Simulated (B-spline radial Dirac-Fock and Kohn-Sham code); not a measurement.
# Magnetic form factor of the 5d shell of Hg⁺

System: mercury as Hg⁺ in the configuration [Xe] 4f14 5d9 6s2 (an excited configuration).

Input file task.json (cfg lists n, l and occupation; rrms is the nuclear radius in fm):

```json
{"items": [{
  "Z": 80,
  "q": 1,
  "cfg": [[1, 0, 2], [2, 0, 2], [2, 1, 6], [3, 0, 2], [3, 1, 6], [3, 2, 10], [4, 0, 2], [4, 1, 6], [4, 2, 10], [4, 3, 14], [5, 0, 2], [5, 1, 6], [5, 2, 9], [6, 0, 2]],
  "A": 202,
  "rrms": 5.4648,
  "do": ["scatter"],
  "s": [0.0, 0.05, 0.1, 0.15, 0.2, 0.25, 0.3, 0.35, 0.4, 0.45, 0.5, 0.6, 0.7, 0.8, 0.9, 1.0, 1.1, 1.2, 1.4, 1.6, 1.8, 2.0, 2.5, 3.0, 3.5, 4.0, 5.0, 6.0],
  "pz": [0, 0.1, 0.14, 0.21, 0.3, 0.43, 0.62, 0.88, 1.3, 1.8, 2.6, 3.8, 5.4, 7.8, 11.0, 16.0, 23.0, 33.0, 48.0, 69.0, 100.0],
  "hv_scatter": [2000, 5000, 8047.8, 10000, 20000, 50000, 500000, 1000000]
}]}
```

Run with: `python xray_run.py task.json out`

Model: relativistic Hartree-Fock (Dirac-Fock) wave functions, averaged over the configuration. Program: a B-spline atomic structure program. ⟨j_K⟩ is the integral of the 5d radial density with the spherical Bessel function j_K(4πsr), s = sin θ/λ.

| s (Å⁻¹) | ⟨j0⟩ | ⟨j2⟩ | ⟨j4⟩ |
| --- | --- | --- | --- |
| 0 | 1.0000 | 0.0000 | 0.0000 |
| 0.05 | 0.9579 | 0.0167 | 0.0001 |
| 0.1 | 0.8423 | 0.0607 | 0.0017 |
| 0.15 | 0.6805 | 0.1171 | 0.0075 |
| 0.2 | 0.5044 | 0.1698 | 0.0191 |
| 0.25 | 0.3404 | 0.2071 | 0.0362 |
| 0.3 | 0.2044 | 0.2243 | 0.0564 |
| 0.35 | 0.1024 | 0.2223 | 0.0765 |
| 0.4 | 0.0330 | 0.2055 | 0.0938 |
| 0.45 | -0.0087 | 0.1790 | 0.1066 |
| 0.5 | -0.0294 | 0.1479 | 0.1140 |
| 0.6 | -0.0320 | 0.0863 | 0.1133 |
| 0.7 | -0.0129 | 0.0387 | 0.0977 |
| 0.8 | 0.0072 | 0.0095 | 0.0750 |
| 0.9 | 0.0203 | -0.0043 | 0.0518 |
| 1 | 0.0256 | -0.0075 | 0.0318 |
| 1.1 | 0.0250 | -0.0050 | 0.0166 |
| 1.2 | 0.0209 | -0.0002 | 0.0064 |
| 1.4 | 0.0100 | 0.0086 | -0.0020 |
| 1.6 | 0.0020 | 0.0122 | -0.0013 |

Radial moments of the shell: ⟨r²⟩ = 2.338, ⟨r⁴⟩ = 9.636, ⟨r⁶⟩ = 66.86 in powers of bohr.

Values without a named source are computed, but for edge energies of neutral atoms, which are taken from tables.
